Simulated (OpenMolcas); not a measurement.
**Ions of charge +3 along the 3d row with 6 hydroxide ligands in octahedral coordination**

| Quantity | Value |
| --- | --- |
| Program | OpenMolcas |
| Method | SS-CASPT2, IPEA 0.25 Eh, imaginary shift 0.1 Eh |
| Spin-orbit coupling | RASSI with atomic mean-field integrals over the reference wave functions |

The d shell is active; CASPT2 correlates the ligand valence shells and the outer metal core. Anionic complexes are neutralised by point charges behind the ligands. Distances were set from a Shannon-type radius of the metal (high-spin where two are listed) plus a fixed donor radius (OH 1.33 Å). Ligand basis ANO-RCC-VDZP, DKH2 Hamiltonian. Energies in cm-1 above the lowest state or level, χT in cm3 K/mol. Spin-only χT is S(S+1) / 2 for the spin of the ground state.

| Ion | Shell | R (Å) | Metal basis | Outer charge (e at Å behind ligand) | Ground state | First state of that spin | First gap with spin-orbit (degeneracies) | χT at 300 K | First state of another spin | Spin-only χT |
| --- | --- | --- | --- | --- | --- | --- | --- | --- | --- | --- |
| Ti3+ | 3d1 | 2 | ANO-RCC-VDZP | 0.5 at 2.8 | 2S+1 = 2 | 500 | 130 (2, 2) | 0.444 |  | 0.375 |
| V3+ | 3d2 | 1.97 | ANO-RCC-VDZP | 0.5 at 2.4 | 2S+1 = 3 | 490 | 110 (2, 2) | 0.903 | 2S+1 = 1: 10330 | 1.000 |
| Cr3+ | 3d3 | 1.95 | ANO-RCC-VTZP | 0.5 at 2.6 | 2S+1 = 4 | 16860 | 1 (2, 2) | 1.839 | 2S+1 = 2: 14220 | 1.875 |
| Fe3+ | 3d5 | 1.98 | ANO-RCC-VDZP | 0.5 at 2.8 | 2S+1 = 6 |  | 0 (4, 2) | 4.383 | 2S+1 = 4: 15110 | 4.375 |

The rows also differ in their metal basis and outer charges, so part of each step comes from that.

Every ion keeps the highest spin of its shell. χT departs most from the spin-only value for V3+, by -0.097 cm3 K/mol.

Roots that are degenerate in the reference are averaged as groups; the widest CASPT2 spread within a group is 110 cm-1 (the 2-fold group of multiplicity 2 near 33600 cm-1 above the lowest state of its run, Cr3+). Shifts and gaps below about the spread of the groups concerned are not significant. Over all roots computed the reference weight is 0.68 in Ti3+, 0.67 to 0.68 in V3+, 0.66 to 0.67 in Cr3+, 0.64 to 0.68 in Fe3+; a low but even weight reflects the number of correlated electrons. Ligand-to-metal charge-transfer states are missing. With one d shell and no ligand orbital active, 10Dq can be off by a tenth or more. An orbital doublet at a regular site is open to a Jahn-Teller distortion, which this geometry leaves out (holds for Ti3+; V3+). The least metal-like active orbital is 84 % on the metal (Löwdin) and no ligand orbital is active, so the numbers are rough (holds for Ti3+). With no ligand orbital active B as a rule stays too high, so bands that hang on it stand too high and its fall with covalency is understated (holds for V3+; Cr3+; Fe3+). No measured value stands beside these numbers; the geometry was imposed, not optimised, and the real ion may take another.

A state without a sure symmetry label is named by its multiplicity alone.
